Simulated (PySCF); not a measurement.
Geometry:
| atom | x (Å) | y (Å) | z (Å) |
| --- | --- | --- | --- |
| Al1 | 0.947 | 1.655 | -0.037 |
| Cl2 | 3.035 | 1.820 | 0.145 |
| Cl3 | -0.122 | 3.451 | -0.264 |
| C4 | -0.007 | -0.062 | 0.001 |
| C5 | -0.799 | -0.125 | 1.313 |
| C6 | 0.973 | -1.232 | -0.081 |
| C7 | -0.977 | -0.091 | -1.185 |
| H8 | -1.394 | -1.057 | 1.354 |
| H9 | -0.142 | -0.126 | 2.200 |
| H10 | -1.506 | 0.715 | 1.416 |
| H11 | 1.687 | -1.238 | 0.757 |
| H12 | 1.561 | -1.219 | -1.013 |
| H13 | 0.423 | -2.192 | -0.054 |
| H14 | -0.453 | -0.073 | -2.155 |
| H15 | -1.681 | 0.757 | -1.168 |
| H16 | -1.580 | -1.019 | -1.161 |

Geometry: PBE0-D3(BJ)/def2-SVP; GIAO absolute shieldings from PySCF, gas phase, non-relativistic, averaged over equivalent atoms.

At PBE0/pcSseg-1 (pcSseg-2 on Al) (204 basis functions, 38 s wall time on 1 thread of an Arm Neoverse V1, shared host):
```json
{"atoms": "Al1", "σ (ppm)": "375.8"}
{"atoms": "Cl2/Cl3", "σ (ppm)": "913.0"}
{"atoms": "C5/C6/C7", "σ (ppm)": "155.9"}
{"atoms": "C4", "σ (ppm)": "160.7"}
{"atoms": "H8/H9/H10/H11/H12/H13/H14/H15/H16", "σ (ppm)": "30.16"}
```

What do these become at PBE/pcSseg-1 (pcSseg-2 on Al)?

Answers


```json
{"atoms": "Al1", "σ at PBE/pcSseg-1 (pcSseg-2 on Al)": "361.8", "change": "-14.0"}
{"atoms": "Cl2/Cl3", "σ at PBE/pcSseg-1 (pcSseg-2 on Al)": "880.2", "change": "-32.8"}
{"atoms": "C5/C6/C7", "σ at PBE/pcSseg-1 (pcSseg-2 on Al)": "150.2", "change": "-5.7"}
{"atoms": "C4", "σ at PBE/pcSseg-1 (pcSseg-2 on Al)": "150.7", "change": "-10.0"}
{"atoms": "H8/H9/H10/H11/H12/H13/H14/H15/H16", "σ at PBE/pcSseg-1 (pcSseg-2 on Al)": "30.05", "change": "-0.11"}
```

The largest change is at Cl2/Cl3 (chlorine bonded to Al). Cost: 204 basis functions, 42 s wall time on 1 thread of an Arm Neoverse V1, shared host.
